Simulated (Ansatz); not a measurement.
Consider the formal exchange of groups at a C–N bond: `FCN[SiH2][SiH3]` + `[CH3][AlH][OH]` → `[CH3][Al]([OH])[CH2]F` + `N[SiH2][SiH3]`.

Computed with Ansatz on PBE0-D4/def2-TZVP structures; ΔE is electronic, products minus reactants. CBS: MP2 limit from def2 TZ/QZ plus the TZ coupled-cluster correction, frozen cores. This one scheme is used for every species. DFT in def2-TZVPP. One conformer a species, not always the lowest.

`FCN[SiH2][SiH3]`:

Z-matrix (Å, degrees):
```
C
N 1 1.403
F 1 1.405 2 112.7
H 1 1.093 2 110.4 3 -118.2
H 1 1.092 2 111.4 3 118.9
Si 2 1.743 1 122.2 3 72.6
H 2 1.009 1 113.5 3 -76.9
Si 6 2.347 2 114.5 1 -64.9
H 6 1.490 2 106.9 1 56.4
H 6 1.488 2 106.1 1 173.4
H 8 1.488 6 110.1 2 -54.0
H 8 1.491 6 110.1 2 -173.4
H 8 1.487 6 110.7 2 66.5
```

`[CH3][AlH][OH]`:

Z-matrix (Å, degrees):
```
C
Al 1 1.941
H 1 1.092 2 111.9
H 1 1.095 2 111.0 3 120.7
H 1 1.095 2 111.2 3 -121.1
O 2 1.701 1 117.6 3 -3.3
H 2 1.589 1 124.2 3 176.8
H 6 0.956 2 122.5 1 -179.8
```

`[CH3][Al]([OH])[CH2]F`:

```xyz
11

C    -0.742   -0.182   -1.685
Al    0.404   -0.193   -0.124
O     1.976   -0.823   -0.271
C    -0.164    0.505    1.646
F    -1.482    0.981    1.572
H    -1.757   -0.503   -1.435
H    -0.828    0.831   -2.094
H    -0.357   -0.827   -2.477
H     2.622   -0.864    0.431
H     0.463    1.332    2.002
H    -0.134   -0.257    2.436
```

`N[SiH2][SiH3]`:

Cartesian coordinates in Å:
```
N -1.512 0.808 0.514
Si -0.565 -0.007 -0.675
Si 1.554 -0.435 0.221
H -1.576 0.428 1.445
H -2.382 1.240 0.247
H -0.465 0.893 -1.857
H -1.128 -1.301 -1.174
H 1.425 -1.180 1.506
H 2.297 0.826 0.490
H 2.352 -1.270 -0.718
```

(1) Is it downhill or uphill in electronic energy at CCSD(T)/CBS, and by how much? (Estimate.)

(2) What do these levels give: PBE-D4, MP2/def2-TZVPP, MP2/def2-QZVPP, HF/CBS(def2), MP2/CBS(def2), CCSD/CBS(def2)? (Best estimate.)

Largest T1 diagnostic among the species: 0.012.

## Answers

(1) Computed: Downhill: ΔE = -9.7 kJ/mol.

(2) Ansatz gave: PBE-D4 -6.4, MP2/def2-TZVPP -5.4, MP2/def2-QZVPP -8.4, HF/CBS(def2) -2.6, MP2/CBS(def2) -10.3, CCSD/CBS(def2) -10.7 kJ/mol.

The D4 term adds +3.5 kJ/mol with B3LYP and +1.9 kJ/mol with PBE0; it sums over pairs of atoms, weighted by their polarisabilities, and B3LYP, whose exchange is more repulsive, gets the larger term.

B3LYP here is the variant with VWN-RPA as its local correlation; programs differ in this.
